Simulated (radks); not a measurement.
Isoelectronic series with 7 electrons, each ion in its NIST ground configuration. Method: scalar-relativistic Kohn-Sham, LDA (Slater exchange, Perdew-Wang correlation), spin-polarised, spherical densities, point nucleus; open shells are filled with parallel spins first (spin-orbit coupling, left out, can overturn this in heavy ions); computed with a radial shooting solver on a logarithmic mesh with Libxc functionals. Total energies (hartree) and mean radii <r> (bohr):

N: configuration [He] 2s2 2p3; E (hartree) -54.16577; 2p up 1.430; 2s down 1.382; 2s up 1.313
Ne3+: configuration [He] 2s2 2p3; E (hartree) -123.69936; 2p up 0.7436; 2s down 0.8131; 2s up 0.7920
Al6+: configuration [He] 2s2 2p3; E (hartree) -222.71064; 2p up 0.5101; 2s down 0.5758; 2s up 0.5658
S9+: configuration [He] 2s2 2p3; E (hartree) -351.31009; 2p up 0.3890; 2s down 0.4457; 2s up 0.4398
K12+: configuration [He] 2s2 2p3; E (hartree) -509.67456; 2p up 0.3145; 2s down 0.3633; 2s up 0.3595
Ti15+: configuration [He] 2s2 2p3; E (hartree) -698.02875; 2p up 0.2640; 2s down 0.3064; 2s up 0.3037
Mn18+: configuration [He] 2s2 2p3; E (hartree) -916.64347; 2p up 0.2273; 2s down 0.2647; 2s up 0.2627
Ni21+: configuration [He] 2s2 2p3; E (hartree) -1165.83661; 2p up 0.1996; 2s down 0.2328; 2s up 0.2313
Ga24+: configuration [He] 2s2 2p3; E (hartree) -1445.97512; 2p up 0.1777; 2s down 0.2076; 2s up 0.2064
Se27+: configuration [He] 2s2 2p3; E (hartree) -1757.47768; 2p up 0.1601; 2s down 0.1871; 2s up 0.1861
Rb30+: configuration [He] 2s2 2p3; E (hartree) -2100.81778; 2p up 0.1457; 2s down 0.1701; 2s up 0.1693
Zr33+: configuration [He] 2s2 2p3; E (hartree) -2476.52753; 2p up 0.1335; 2s down 0.1558; 2s up 0.1551
Tc36+: configuration [He] 2s2 2p3; E (hartree) -2885.20198; 2p up 0.1231; 2s down 0.1436; 2s up 0.1430
Pd39+: configuration [He] 2s2 2p3; E (hartree) -3327.50425; 2p up 0.1142; 2s down 0.1330; 2s up 0.1325
In42+: configuration [He] 2s2 2p3; E (hartree) -3804.17150; 2p up 0.1065; 2s down 0.1237; 2s up 0.1233
Te45+: configuration [He] 2s2 2p3; E (hartree) -4316.02188; 2p up 0.09961; 2s down 0.1155; 2s up 0.1152
